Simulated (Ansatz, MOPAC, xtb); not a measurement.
Spectroscopic constants of YS, multiplicity 2 (lowest of 2S+1 = 2, 4, 6 at CCSD(T)/def2-TZVPP on PBE0 minima; our sources give no spin for the ground state, which may be another). No spin–orbit coupling.

Seven points along R, fitted to fifth degree in 1/R; most abundant isotopes. In def2 and cc sets the state is the lowest found near the PBE0 minimum, followed along R.

Run with Ansatz (Gaussian orbitals); MOPAC for PM7 (differences of heats of formation); xtb for the GFN methods. Values without a source in brackets are computed. In def2 rows elements past Kr take small-core potentials, without spin–orbit coupling. The GFN methods have no spin term and hold the electronic entropy of 300 K.

```tsv
level	r_e (Å)	ω_e (cm⁻¹)	ω_e x_e (cm⁻¹)	B_e (cm⁻¹)	dipole (D)
PM7	2.238	426	0.82	0.143	-
GFN1-xTB	2.337	481	2.1	0.131	-
SVWN5/def2-TZVPP	2.260	497	1.2	0.140	5.79
PBE/def2-TZVPP	2.279	484	1.2	0.138	5.81
r2SCAN/def2-TZVPP	2.275	497	1.1	0.139	6.16
B97M-V/def2-TZVPP	2.280	491	1.1	0.138	6.15
B3LYP/def2-TZVPP	2.283	490	1.1	0.138	6.33
PBE0/def2-TZVPP	2.265	505	1.1	0.140	6.27
BHLYP/def2-TZVPP	2.272	509	1.1	0.139	6.82
CAM-B3LYP/def2-TZVPP	2.270	508	1.1	0.139	6.71
wB97X-V/def2-TZVPP	2.263	518	1.0	0.140	6.73
wB97M-V/def2-TZVPP	2.269	510	1.1	0.139	6.48
B2PLYP/def2-TZVPP	2.287	488	1.2	0.137	-
CCSD/def2-TZVPP	2.286	502	1.0	0.137	-
CCSD/def2-QZVPP	2.275	505	0.97	0.138	-
CCSD(T)/def2-TZVPP	2.296	487	1.2	0.136	-
CCSD(T)/def2-QZVPP	2.284	491	1.1	0.137	-
CCSD(T)/CBS(def2-TZVPP, def2-QZVPP)	2.277	495	1.1	0.138	-
```

Correlated levels freeze the inner cores; with def2 sets outer-core shells near the valence are correlated too. CBS: X⁻³ extrapolation of the correlation energy, Hartree–Fock from the larger set. The state that PM7 reach isn't checked; PM7 holds dispersion and hydrogen-bond terms.

Ansatz is a program for electronic structure.
